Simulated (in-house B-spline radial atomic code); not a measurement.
Response of the strontium ion Sr⁸⁺ as one setting changes: the share of exact exchange in a PBE hybrid. A dash marks a strongly mixed or unbound state. Computed with an all-electron radial atomic-structure program (B-spline basis): linear response of the closed shell [Ar] 3d10 4s2 with the functional's adiabatic kernel; scalar-relativistic (spin-free one-electron X2C), finite nucleus, no spin-orbit coupling, no double excitations, S, P, D and F terms only; shells from n = 2 respond. Only terms of natural parity with L up to 3 were computed.

| share of exact exchange in a PBE hybrid | lowest 1P (eV) | lowest 3P, Tamm-Dancoff (eV) | minus highest occupied level (eV) | α (bohr³) |
| --- | --- | --- | --- | --- |
| 0 | 4s → 4p 26.709 | 4s → 4p 19.782 | 150.57 | 1.696 |
| 0.1 | ? | ? | ? | ? |
| 0.2 | 4s → 4p 26.384 | 4s → 4p 19.391 | 151.93 | 1.739 |
| 0.3 | 4s → 4p 26.220 | 4s → 4p 19.196 | 152.61 | 1.761 |
| 0.4 | 4s → 4p 26.055 | 4s → 4p 19.002 | 153.29 | 1.783 |
| 0.5 | 4s → 4p 25.889 | 4s → 4p 18.808 | 153.96 | 1.806 |
| 0.6 | 4s → 4p 25.722 | 4s → 4p 18.615 | 154.63 | 1.83 |
| 0.7 | 4s → 4p 25.554 | 4s → 4p 18.423 | 155.31 | 1.854 |
| 0.8 | 4s → 4p 25.385 | 4s → 4p 18.231 | 155.98 | 1.879 |
| 0.9 | ? | ? | ? | ? |
| 1 | 4s → 4p 25.045 | 4s → 4p 17.850 | 157.31 | 1.93 |

(1) What belongs in the row for 0.9?

(2) What belongs in the row for 0.1?

Results:

(1) lowest 1P (eV): 4s → 4p 25.216; lowest 3P, Tamm-Dancoff (eV): 4s → 4p 18.040; minus highest occupied level (eV): 156.65; α (bohr³): 1.904.

(2) lowest 1P (eV): 4s → 4p 26.547; lowest 3P, Tamm-Dancoff (eV): 4s → 4p 19.586; minus highest occupied level (eV): 151.26; α (bohr³): 1.717.
